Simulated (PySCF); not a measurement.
r2SCAN on Tm²⁺ (thulium, charge +2), [Xe] 4f12 5d1, one real determinant (an excited configuration). Calculation: PySCF 2.14, in ANO-RCC-VTZP; the spin-free X2C one-electron Hamiltonian (Gaussian nucleus).

```
cycle= 1 E= -13566.044218965  delta_E= -0.0136  |g|= 0.543  |ddm|= 0.35
cycle= 2 E= -13565.9578550798  delta_E= 0.0864  |g|= 1.16  |ddm|= 0.307
cycle= 3 E= -13566.0735243631  delta_E= -0.116  |g|= 0.0183  |ddm|= 0.263
cycle= 4 E= -13566.0744764057  delta_E= -0.000952  |g|= 0.0112  |ddm|= 0.144
cycle= 5 E= -13566.0747996966  delta_E= -0.000323  |g|= 0.00674  |ddm|= 0.114
cycle= 6 E= -13566.074806274  delta_E= -6.58e-06  |g|= 0.00322  |ddm|= 0.00503
cycle= 7 E= -13566.0748119888  delta_E= -5.71e-06  |g|= 0.000217  |ddm|= 0.0129
cycle= 8 E= -13566.0748120382  delta_E= -4.94e-08  |g|= 1.65e-05  |ddm|= 0.00148
cycle= 9 E= -13566.0748120383  delta_E= -6.55e-11  |g|= 5.15e-06  |ddm|= 6.36e-05
converged SCF energy = -13566.0748120383  <S^2> = 3.7514469  2S+1 = 4.0007234
```

Highest occupied orbital energy: -16.939 eV; ⟨L²⟩ = 28.06; populations by l: s 10.33, p 24.00, d 20.67, f 12.00.

(1) Can this result be used?

Answers

(1) Not for this state. The run converged. ⟨L²⟩ = 28.06 against 56 for a pure K term, so this real determinant mixes terms. Spin-orbit coupling, absent here, splits the open shell strongly. The s, p, d and f populations moved away from the nominal configuration during the SCF.
